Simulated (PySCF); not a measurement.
How methods differ on the excitation energy of Ga

Ga [Ar] 3d10 4s2 4p1 (2P) → Ga [Ar] 3d10 4s1 4p1 5s1 (4P), as a difference of total energies. All numbers are calculated (PySCF 2.14, scalar relativity through the core potential, in aug-cc-pVDZ-PP with ECP10MDF (5s4p3d, 32 functions)). Correlated levels: valence: 3s2 3p6 3d10 frozen. The calculations carry no spin-orbit coupling.

```csv
method,excitation energy (eV)
UHF,7.332
MP2 (valence),7.972
SCS-MP2 (valence),8.173
CCSD (valence),8.261
CCSD(T) (valence),8.274
CCSDT (valence),8.280
FCI (valence),8.280
```

**Question.** How much does correlation contribute at CCSD(T) (valence)?

**Answer.** 8.274 − (7.332) = 0.942 eV, measured against UHF.

The upper state lies above the first ionisation limit, but in LS coupling its spin forbids autoionisation to the ground ion. A Rydberg-like electron needs more diffuse functions than a valence basis has.

The promoted electron is Rydberg-like, and one or two diffuse shells describe it only roughly, which tends to raise the upper state.
